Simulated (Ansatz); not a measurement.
`[BH]1C[O][SnH2]1`, relaxed with RKS PBE-D4/def2-SVP in Ansatz from a rough embedded geometry. The force threshold is 0.03 eV/Å; the program also tests the step.

Total charge 0; spin multiplicity 1. Sn: def2 effective core potential.

Start:

```xyz
9

B    -0.821    0.438   -0.541
C    -0.328    0.709    0.902
O     0.806   -0.121    1.097
Sn    0.793   -0.941   -0.591
H    -1.687    0.789   -1.328
H    -0.057    1.776    0.994
H    -1.147    0.477    1.650
H     2.132   -0.429   -1.626
H     0.310   -2.698   -0.557
```

How much energy does the relaxation release, and in how many steps? (Estimate.)

The calculation gave: 84.98 kJ/mol, in 5 steps.

Which bonds change most? (Estimate.)

The calculation gave: O3–Sn4 from 1.877 to 2.088 Å; B1–Sn4 from 2.124 to 2.282 Å; Sn4–H9 from 1.822 to 1.738 Å; Sn4–H8 from 1.768 to 1.738 Å.

Give the relaxed structure. (Best estimate.)

Ansatz gave: 
```xyz
9

B    -0.916    0.496   -0.554
C    -0.359    0.727    0.885
O     0.776   -0.107    1.112
Sn    0.777   -1.020   -0.766
H    -1.848    0.989   -1.154
H    -0.130    1.822    1.027
H    -1.184    0.552    1.635
H     2.280   -0.718   -1.584
H     0.604   -2.741   -0.600
```
